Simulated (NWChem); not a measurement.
Species: InI₂F; SMILES [F][In]([I])[I]

```xyz
4

In     0.0000     0.0000     0.6674
F      0.0000     0.0000     2.6179
I     -2.3552     0.0000    -0.5308
I      2.3552     0.0000    -0.5308
```
Atoms are numbered in this order, from 1.

Coordinates come from a PBE0/def2-SVP optimisation. def2 effective core potentials on In, I; no spin-orbit coupling.

Symmetry labels are those of C2v in the frame above (b1 and b2, or b-type labels, depend on it).

Task: List the 6 lowest vertical singlet excitations from Hartree-Fock/def2-SVP with def2 effective core potentials on In, I, TDHF (NWChem).

Result: 
```
state  energy (eV)  oscillator strength  symmetry  leading excitation (squared amplitude)
-----  -----------  -------------------  --------  --------------------------------------
S1            5.21                0.042        b1                      HOMO → LUMO (0.92)
S2            5.24                0.000        a2                    HOMO−1 → LUMO (0.93)
S3            5.43                0.032        a1                    HOMO−2 → LUMO (0.93)
S4            5.58                0.033        b2                    HOMO−3 → LUMO (0.93)
S5            6.45                0.149        b1                  HOMO−1 → LUMO+1 (0.48)
S6            6.51                0.000        a2                    HOMO → LUMO+1 (0.97)
```
